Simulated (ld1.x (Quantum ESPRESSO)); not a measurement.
## Rh, TM: configuration errors across variants

ld1.x (Quantum ESPRESSO) 7.5 input, shortened:

```
&input
   title='Rh', zed=45., rel=1, dft='PBE', iswitch=3,
   config='[Kr] 4d8 5s0 5p0'
 /
 &inputp
   pseudotype=2, tm=.true., lloc=0,
   nlcc=.true., rcore=1.00
 /
3
5P  2  1   0.00   0.00  3.15  3.15  0.0
4D  3  2   8.00   0.00  2.00  2.00  0.0
5S  1  0   0.00   0.00  2.05  2.05  0.0
 &test
   configts(1)='4d8 5s0 5p0'
 /
```

All-electron excitation energies from the reference (eV): (1) 4d8 5s1 5p0 -7.460; (2) 4d7 5s0 5p0 19.511; (3) 4d6 5s0 5p0 52.016; (4) 4d5 5s0 5p0 98.962; (5) 4d9 5s0 5p0 -8.370; (6) 4d7 5s2 5p0 -4.982; (7) 4d7 5s1 5p1 -0.841.

1 further variants failed, have other tests or another functional or relativity, and are left out.

Errors AE − PS in meV (a dash: test not solved or not reliable):

```tsv
change	(1)	(2)	(3)	(4)	(5)	(6)	(7)	bound ghosts
base	-7.3	-144	-731	-1922	-57	-165	-176	none
local potential the p channel	-7.4	-205	-961	-2370	-97	-184	-204	none
all radii but the core radius scaled by about 1.14 (s 2.34, p 3.58, d 2.28 bohr)	-8.7	-143	-698	-1767	-61	-172	-170	none
wave 4d (bound): rc 2.00 bohr becomes 4d (bound): rc 2.34 bohr	-5.7	-134	-655	-1659	-56	-133	-150	none
core correction a·sin(br)/r model core inside 1.22 bohr	-7.2	-144	-730	-1915	-57	-164	-175	none
wave 5p (bound): rc 3.15 bohr becomes 5p (bound): rc 4.42 bohr	-7.3	-144	-731	-1922	–	-165	-160	none
```

Task: Give the same row for: wave 5s (bound): rc 2.05 bohr becomes 5s (bound): rc 1.92 bohr.

Result: -4.0, -135, -692, -1840, -51, -126, -150; bound ghosts: none.
